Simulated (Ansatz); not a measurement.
`CC(Cl)[SiH2]N` and `CC[SiH2]N` differ in one atom or group.

Ansatz, PBE0-D4/def2-TZVP geometries, multiplicity 1. Each molecule was computed in one conformer, which needn't be the lowest.

```csv
property,`CC(Cl)[SiH2]N`
HOMO–LUMO gap (B3LYP/def2-TZVPP) / eV,7.24
size of the dipole moment (ωB97M-V/def2-TZVPP) / D,1.82
size of the dipole moment (B3LYP/def2-TZVPP) / D,1.82
size of the dipole moment (PBE/def2-TZVPP) / D,1.78
HOMO–LUMO gap (ωB97M-V/def2-TZVPP) / eV,11.59
HOMO energy (B3LYP/def2-TZVPP) / eV,-7.14
```

Question: What does the change do to each property? (An estimate is asked.)

Answer: The calculation gave: 
| property | `CC[SiH2]N` | shift |
| --- | --- | --- |
| HOMO–LUMO gap (B3LYP/def2-TZVPP) / eV | 7.35 | 0.11 |
| size of the dipole moment (ωB97M-V/def2-TZVPP) / D | 1.04 | -0.78 |
| size of the dipole moment (B3LYP/def2-TZVPP) / D | 1.02 | -0.80 |
| size of the dipole moment (PBE/def2-TZVPP) / D | 1.04 | -0.74 |
| HOMO–LUMO gap (ωB97M-V/def2-TZVPP) / eV | 11.70 | 0.11 |
| HOMO energy (B3LYP/def2-TZVPP) / eV | -6.99 | 0.15 |

With PBE0 the HOMO rises by 0.14 eV and the LUMO rises by 0.29 eV, so the gap widens by about 0.15 eV. PBE moves the HOMO by 0.18 eV and ωB97M-V by 0.09 eV. Dipoles are sizes alone; their direction can turn.

B3LYP here is the variant with VWN-RPA as its local correlation; programs differ in this.
